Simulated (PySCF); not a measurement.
## Polarisability and C₆ of O⁺ (oxygen, charge +1)

[He] 2s2 2p3, high-spin 4S determinant. All numbers are calculated (PySCF 2.14, the non-relativistic Hamiltonian (point nucleus), in aug-cc-pVQZ (6s5p4d3f2g, 80 functions)). Coupled (time-dependent) response in atomic units; α is the mean over directions.

```json
{"method": "UHF", "mean α (bohr³)": "2.634", "C₆ (like pair)": "4.966", "S(−4)": "5.035"}
{"method": "PBE", "mean α (bohr³)": "2.691", "C₆ (like pair)": "5.309", "S(−4)": "4.366"}
{"method": "PBE0", "mean α (bohr³)": "2.641", "C₆ (like pair)": "5.147", "S(−4)": "4.325"}
{"method": "PBEsol", "mean α (bohr³)": "2.686", "C₆ (like pair)": "5.311", "S(−4)": "4.297"}
{"method": "HSE06", "mean α (bohr³)": "2.643", "C₆ (like pair)": "5.154", "S(−4)": "4.329"}
```

S(−4) is the Cauchy moment in α(ω) = α(0) + S(−4) ω² + …

α(iu) at PBE:

```json
{"u (hartree)": "0", "α(iu) (bohr³)": "2.691"}
{"u (hartree)": "0.0500", "α(iu) (bohr³)": "2.680"}
{"u (hartree)": "0.100", "α(iu) (bohr³)": "2.649"}
{"u (hartree)": "0.200", "α(iu) (bohr³)": "2.533"}
{"u (hartree)": "0.300", "α(iu) (bohr³)": "2.371"}
{"u (hartree)": "0.500", "α(iu) (bohr³)": "2.011"}
{"u (hartree)": "0.750", "α(iu) (bohr³)": "1.610"}
{"u (hartree)": "1.00", "α(iu) (bohr³)": "1.298"}
{"u (hartree)": "1.50", "α(iu) (bohr³)": "0.8784"}
{"u (hartree)": "2.00", "α(iu) (bohr³)": "0.6260"}
{"u (hartree)": "3.00", "α(iu) (bohr³)": "0.3588"}
{"u (hartree)": "5.00", "α(iu) (bohr³)": "0.1604"}
```

A single London oscillator, α(iu) = α/(1 + u²/ω²), gives C₆ = (3/4) ω α². Matching the computed C₆ needs ω = 4 × 5.309 / (3 × 2.691²) = 0.978 hartree.

For an ion, C₆ is the dispersion term alone; charge-induced terms of lower order in 1/R come first.
